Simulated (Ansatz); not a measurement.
Two isomers of C2H7AlBFO: A = `[BH2][Al]([CH2]F)[O]C`, B = `COB(F)[CH2][AlH2]`.

Program: Ansatz. Geometries: PBE0-D4/def2-TZVP. ΔE: electronic, gas phase. CCSD(T)/CBS is the MP2 limit (def2-TZVPP, def2-QZVPP) plus CCSD(T) − MP2 in def2-TZVPP, frozen cores. DFT in def2-TZVPP. B3LYP here is the variant with VWN-RPA as its local correlation; programs differ in this. One conformer a species, not always the lowest.

(1) Which isomer does CCSD(T)/CBS put lower? Give the gap. (Best estimate.)

(2) Give E(B) − E(A) in kJ/mol with PBE0-D4, B3LYP-D4, ωB97M-V, B3LYP, HF/def2-TZVPP, r2SCAN-D4, CCSD(T)/def2-TZVPP. (Estimate.)

Largest T1 diagnostic: 0.012.

## Answers

(1) The calculation gave: B, by 330.9 kJ/mol.

(2) The calculation gave: PBE0-D4 -333.7, B3LYP-D4 -324.5, ωB97M-V -336.6, B3LYP -318.8, HF/def2-TZVPP -323.7, r2SCAN-D4 -338.8, CCSD(T)/def2-TZVPP -333.4. None reverses the order clearly.

In def2-TZVPP, CCSD(T) changes the Hartree–Fock value by −9.6 kJ/mol (the triples alone add −2.8 kJ/mol) and MP2 by −22.4 kJ/mol. From PBE to PBE0 (25 % exact exchange), in def2-TZVPP and without D4, E(B) − E(A) moves by −7.7 kJ/mol.
